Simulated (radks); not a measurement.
Neutral lead inside a hard spherical wall (all orbitals vanish at R), configuration held at [Hg] 6p2 and not refilled when levels cross. All-electron calculation, scalar-relativistic Kohn-Sham, LDA (Slater exchange, Perdew-Wang correlation), spin-unpolarised, spherical densities, finite nucleus; Fermi nuclear charge, rms radius 5.5012 fm. Program: a radial shooting solver on a logarithmic mesh with Libxc functionals. Eigenvalues in eV, with the zero of energy where the potential of the charges vanishes at infinity; a dash marks a level that is unbound or too diffuse for the functional's potential to be trusted. A positive occupied level is held by the wall or, in an anion where self-interaction has pushed it up, behind a barrier. The pressure on the wall is -dE/dV.

| R (bohr) | E (hartree) | kinetic (hartree) | e(5p) | e(5d) | e(6s) | e(6p) | e(7s, empty) | e(6d, empty) | pressure (GPa) |
|---|---|---|---|---|---|---|---|---|---|
| free | -20864.8684 | 23558.987 | -85.972 | -21.299 | -12.309 | -3.706 | -0.579 | - | 0 |
| 20 | -20864.8684 | 23558.987 | -85.972 | -21.299 | -12.309 | -3.706 | -0.570 | 0.642 | < 0.0001 |
| 8 | -20864.8619 | 23559.032 | -85.616 | -20.948 | -12.009 | -3.385 | 1.680 | 3.175 | 0.241 |
| 4 | -20864.2957 | 23561.654 | -79.080 | -14.769 | -5.853 | 5.738 | 34.130 | 22.956 | 115 |
| 3.5 | -20863.6903 | 23564.261 | -75.205 | -11.175 | -1.253 | 12.438 | 54.271 | 34.562 | 342 |
| 3 | -20862.2287 | 23570.322 | -68.263 | -4.602 | 8.352 | 25.865 | 90.989 | 55.674 | 1180 |
| 2.5 | -20858.2302 | 23586.098 | -54.982 | 8.831 | 30.992 | 55.976 | 164.39 | 97.986 | 4930 |
